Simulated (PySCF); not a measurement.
C9H8O2.
Bonds: C1–C2 (double), C2–O3, O3–C4, C4–O5 (double), C4–C6, C6–C7 (aromatic), C7–C8 (aromatic), C8–C9 (aromatic), C9–C10 (aromatic), C10–C11 (aromatic), C6–C11 (aromatic). Hydrogens: H12, H13 on C1; H14 on C2; H15 on C7; H16 on C8; H17 on C9; H18 on C10; H19 on C11.

The geometry is computed with GFN2-xTB (gas phase).

Question: Give the optimised bond lengths and angles.

Answer: 
```tsv
bond	length (Å)
C1=C2	1.320
C2–O3	1.372
O3–C4	1.353
C4=O5	1.206
C4–C6	1.479
C6–C7, C6–C11	1.393
C7–C8, C10–C11	1.382
C8–C9, C9–C10	1.386
C1–H12	1.075
C1–H13	1.073
C2–H14	1.083
C7–H15, C11–H19	1.079
C8–H16, C10–H18	1.080
C9–H17	1.080
```

Bonds in one row agree within 0.01 Å and their mean is given. A selection of angles:
```tsv
angle	degrees
C2–C1–H12	121.6
C2–C1–H13	120.5
H12–C1–H13	117.9
C1–C2–O3	121.3
C1–C2–H14	124.1
O3–C2–H14	114.6
C2–O3–C4	118.2
O3–C4–O5	123.4
O3–C4–C6	112.1
O5–C4–C6	124.5
C4–C6–C7	122.1
C4–C6–C11	118.1
C7–C6–C11	119.8
C6–C7–C8	119.8
C6–C7–H15	119.7
C8–C7–H15	120.6
C7–C8–C9	120.2
C7–C8–H16	119.8
C9–C8–H16	119.9
C8–C9–C10	120.2
C8–C9–H17	119.9
```

Torsions: C1–C2–O3–C4 180° (antiperiplanar); C2–O3–C4–O5 0° (synperiplanar); O3–C4–C6–C7 0° (synperiplanar).

The C–O distances run from 1.206 Å (C4=O5, drawn double) to 1.372 Å (C2–O3, drawn single), a spread of 0.166 Å. The 8 C–C bonds span 1.320 Å (C1=C2, drawn double) to 1.479 Å (C4–C6, drawn single), a spread of 0.159 Å. The 6-membered ring C6–C7–C8–C9–C10–C11 has internal angles of 119.8° to 120.2° (sum 720°, against 720° for a flat polygon); it is planar, 0.00 Å rms from its mean plane, widest ring torsion 0°. The 11 heavy atoms lie in one plane (0.002 Å rms). Of the pairs four or more bonds apart, O5···H14 is among the closest relative to their van der Waals radii: 2.27 Å, 84 % of the sum of Bondi's values.

Point group: Cs (tolerance 0.08 Å). Stationary, but not proved a minimum. The numbers are those of one conformer.
